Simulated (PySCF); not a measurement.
**How methods differ on the excitation energy of Ba**

Ba [Xe] 6s2 (1S) → Ba [Xe] 5d1 6s1 (3D), as a difference of total energies. Computed with PySCF 2.14 in def2-TZVPPD with the def2 core potential (46 electrons), with scalar relativity through the core potential. Correlated levels: valence: 5s2 5p6 frozen; valence and next inner shell: nothing frozen outside the core potential. The calculations carry no spin-orbit coupling.

```
                                method  excitation energy (eV)
                                   UHF                   0.858
                                   LDA                   1.023
                                   PBE                   0.876
                                  PBE0                   0.883
                                r2SCAN                   0.581
                               wB97X-V                   1.208
                                 wB97X                   1.670
                                  BP86                   0.906
                                  MN15                   1.744
                         MP2 (valence)                   1.217
                     SCS-MP2 (valence)                   1.322
    MP2 (valence and next inner shell)                   1.360
SCS-MP2 (valence and next inner shell)                   1.420
```

Question: How much does correlation contribute at MP2 (valence and next inner shell)?

Answer: 1.360 − (0.858) = 0.502 eV, measured against UHF.

Errors of the correlated levels include the incompleteness of this basis and the frozen core.

For comparison: 1.160 eV (measured; NIST levels, between the centres of gravity of the two terms).
